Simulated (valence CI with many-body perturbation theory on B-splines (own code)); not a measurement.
**Forbidden lines of Dy²⁴⁺**

Computed by valence CI with perturbative core correlation (CI+MBPT): six valence electrons over a frozen Dirac-Fock core [Kr], radial functions for each j: 7 s, 7 p, 8 d, 6 f, 4 g, 1 h, with the one-electron correlation potential Σ1 (screened to all orders), the two-electron term Σ2, the three-electron term Σ3, Breit, model QED; selected single and double excitations, second order for the rest, scaled by the run's own slope (own B-spline code, finite nucleus).

No measured spectrum was set against this ion. As an estimate, terms of the open shell hold to 2 to 4 % of their energy, and close levels can change places. Core correlation moves these levels by up to 8400 cm⁻¹, and in measured spectra 5 to 20 % of such shifts remained as error; rates that hang on mixing are uncertain with them. Among the levels kept, up to 810 cm⁻¹ of a level comes from second order outside the variational space, and about a tenth of that is noise between levels of different J, which matters for small intervals. Only levels of the ground parity were solved; by the run's estimate the other parity begins above the list, which can be wrong where configurations are misplaced.

Lines 1 to 50 of 119 in falling wavelength, among levels below 351240 cm⁻¹, chosen from the decays that carry over 1 % of a level's rate. Wavelengths and rates use the calculated energies, so an error of 2000 cm⁻¹ moves a line at 578.4 nm by 12 % and its rate by three times that or more. Electric multipoles are in the length gauge, E1 and E2 with the static RPA response of the core. Weak lines are less certain than strong ones. Lines between different terms over intervals too small for the method are left out, as are lines whose strength nearly cancels. The highest levels of a list are the least certain.

Levels are named by their leading jj configuration (3d3/2^4 stands for four electrons in 3d with j = 3/2), which in mixed levels can hold well under half, so a name can repeat and another be missing. Letters in brackets count levels of one name in rising energy.

```tsv
λ vac (nm)	Upper	Lower	Type	A (s⁻¹)	Branch %
657.9	(4d3/2^3 4d5/2^3) J=1 [a]	(4d3/2^4 4d5/2^2) J=0	M1	8.10e+01	2.1
578.4	(4d3/2^4 4d5/2^2) J=2	(4d3/2^4 4d5/2^2) J=4	E2	1.78e-03	100.0
557.4	(4d3/2^3 4d5/2^3) J=5	(4d3/2^3 4d5/2^3) J=4 [a]	M1	5.82e+01	5.3
486.0	(4d3/2^2 4d5/2^4) J=3 [b]	(4d3/2^2 4d5/2^4) J=4 [a]	M1	7.21e+01	1.0
379.6	(4d3/2^2 4d5/2^4) J=5	(4d3/2^3 4d5/2^3) J=4 [b]	M1	2.26e+02	3.8
362.0	(4d3/2^3 4d5/2^3) J=4 [b]	(4d3/2^3 4d5/2^3) J=3 [b]	M1	9.04e+01	9.4
330.3	(4d3/2^4 4d5/2^2) J=0	(4d3/2^4 4d5/2^2) J=2	E2	8.83e-02	100.0
313.3	(4d3/2^2 4d5/2^4) J=4 [c]	(4d3/2^2 4d5/2^4) J=4 [b]	M1	1.25e+02	1.2
311.0	(4d3/2^3 4d5/2^3) J=2	(4d3/2^3 4d5/2^3) J=1 [a]	M1	2.03e+02	4.8
299.4	(4d3/2^3 4d5/2^3) J=3 [b]	(4d3/2^3 4d5/2^3) J=4 [a]	M1	2.30e+02	5.8
290.8	(4d3/2^2 4d5/2^4) J=2 [b]	(4d3/2^3 4d5/2^3) J=3 [b]	M1	2.54e+02	3.4
289.7	(4d3/2^3 4d5/2^3) J=3 [a]	(4d3/2^4 4d5/2^2) J=2	M1	6.00e+02	14.8
273.0	(4d3/2^2 4d5/2^4) J=3 [a]	(4d3/2^2 4d5/2^4) J=2 [a]	M1	1.83e+02	1.8
262.9	(4d3/2^3 4d5/2^3) J=3 [c]	(4d3/2^3 4d5/2^3) J=3 [b]	M1	7.81e+01	2.4
262.5	(4d3/2^2 4d5/2^4) J=3 [b]	(4d3/2^3 4d5/2^3) J=4 [b]	M1	5.54e+02	8.0
257.9	(4d3/2^2 4d5/2^4) J=4 [b]	(4d3/2^2 4d5/2^4) J=4 [a]	M1	1.92e+02	2.9
245.5	(4d3/2^3 4d5/2^3) J=3 [c]	(4d3/2^3 4d5/2^3) J=2	M1	2.62e+02	8.0
232.2	(4d3/2^3 4d5/2^3) J=4 [b]	(4d3/2^3 4d5/2^3) J=5	M1	8.78e+01	9.1
231.9	(4d3/2^3 4d5/2^3) J=2	(4d3/2^3 4d5/2^3) J=3 [a]	M1	8.05e+01	1.9
230.4	(4d3/2 4d5/2^5) J=2	(4d3/2 4d5/2^5) J=1	M1	3.00e+02	1.8
230.2	(4d3/2^2 4d5/2^4) J=1	(4d3/2^2 4d5/2^4) J=2 [b]	M1	5.67e+02	7.2
221.5	(4d3/2^2 4d5/2^4) J=4 [a]	(4d3/2^3 4d5/2^3) J=3 [b]	M1	1.70e+02	1.4
219.9	(4d3/2^3 4d5/2^3) J=1 [a]	(4d3/2^4 4d5/2^2) J=2	M1	3.76e+03	97.9
218.3	(4d3/2^3 4d5/2^3) J=3 [b]	(4d3/2^3 4d5/2^3) J=3 [a]	M1	3.76e+02	9.5
218.0	(4d3/2^2 4d5/2^4) J=4 [b]	(4d3/2^3 4d5/2^3) J=3 [c]	M1	2.32e+02	3.5
209.5	(4d3/2^2 4d5/2^4) J=3 [b]	(4d3/2^2 4d5/2^4) J=2 [a]	M1	1.69e+02	2.4
204.6	(4d3/2 4d5/2^5) J=2	(4d3/2^2 4d5/2^4) J=2 [d]	M1	5.46e+02	3.2
193.3	(4d3/2^2 4d5/2^4) J=1	(4d3/2^3 4d5/2^3) J=0	M1	1.45e+03	18.3
193.0	(4d3/2^3 4d5/2^3) J=3 [a]	(4d3/2^4 4d5/2^2) J=4	M1	3.44e+03	85.2
192.0	(4d3/2^2 4d5/2^4) J=1	(4d3/2^3 4d5/2^3) J=1 [b]	M1	1.47e+03	18.6
189.2	(4d3/2^2 4d5/2^4) J=2 [a]	(4d3/2^3 4d5/2^3) J=1 [a]	M1	1.17e+03	14.6
183.1	(4d3/2^2 4d5/2^4) J=3 [a]	(4d3/2^3 4d5/2^3) J=3 [b]	M1	2.34e+02	2.3
181.1	(4d3/2^2 4d5/2^4) J=2 [d]	(4d3/2^2 4d5/2^4) J=3 [a]	M1	5.63e+02	4.4
174.5	(4d3/2^2 4d5/2^4) J=3 [a]	(4d3/2^3 4d5/2^3) J=2	M1	1.18e+03	11.6
171.6	(4d3/2^2 4d5/2^4) J=2 [c]	(4d3/2^3 4d5/2^3) J=1 [b]	M1	1.92e+02	2.3
167.1	(4d3/2^2 4d5/2^4) J=1	(4d3/2^2 4d5/2^4) J=2 [a]	M1	1.72e+02	2.2
165.0	(4d3/2^2 4d5/2^4) J=4 [a]	(4d3/2^3 4d5/2^3) J=5	M1	1.95e+03	16.1
165.0	(4d3/2^3 4d5/2^3) J=1 [b]	(4d3/2^3 4d5/2^3) J=1 [a]	M1	6.97e+02	20.0
164.0	(4d3/2^3 4d5/2^3) J=0	(4d3/2^3 4d5/2^3) J=1 [a]	M1	2.54e+03	98.4
163.9	(4d3/2^3 4d5/2^3) J=4 [b]	(4d3/2^3 4d5/2^3) J=4 [a]	M1	7.16e+02	74.5
161.6	(4d3/2^2 4d5/2^4) J=4 [c]	(4d3/2^2 4d5/2^4) J=5	M1	7.42e+02	7.2
156.7	(4d3/2^2 4d5/2^4) J=2 [a]	(4d3/2^3 4d5/2^3) J=3 [a]	M1	6.63e+03	82.9
155.7	(4d3/2^3 4d5/2^3) J=4 [a]	(4d3/2^4 4d5/2^2) J=4	M1	5.07e+03	99.8
152.2	(4d3/2^2 4d5/2^4) J=3 [b]	(4d3/2^3 4d5/2^3) J=3 [b]	M1	2.92e+03	42.1
151.4	(4d3/2^2 4d5/2^4) J=2 [c]	(4d3/2^2 4d5/2^4) J=2 [a]	M1	1.04e+03	12.6
147.0	(4d3/2^2 4d5/2^4) J=5	(4d3/2^3 4d5/2^3) J=6	M1	3.51e+03	59.5
146.2	(4d3/2^2 4d5/2^4) J=3 [b]	(4d3/2^3 4d5/2^3) J=2	M1	1.68e+03	24.3
144.4	(4d3/2^2 4d5/2^4) J=2 [b]	(4d3/2^3 4d5/2^3) J=1 [a]	M1	1.31e+03	17.6
144.0	(4d3/2^2 4d5/2^4) J=5	(4d3/2^3 4d5/2^3) J=5	M1	1.84e+03	31.3
141.5	(4d3/2^2 4d5/2^4) J=4 [c]	(4d3/2^2 4d5/2^4) J=4 [a]	M1	6.83e+02	6.6
```
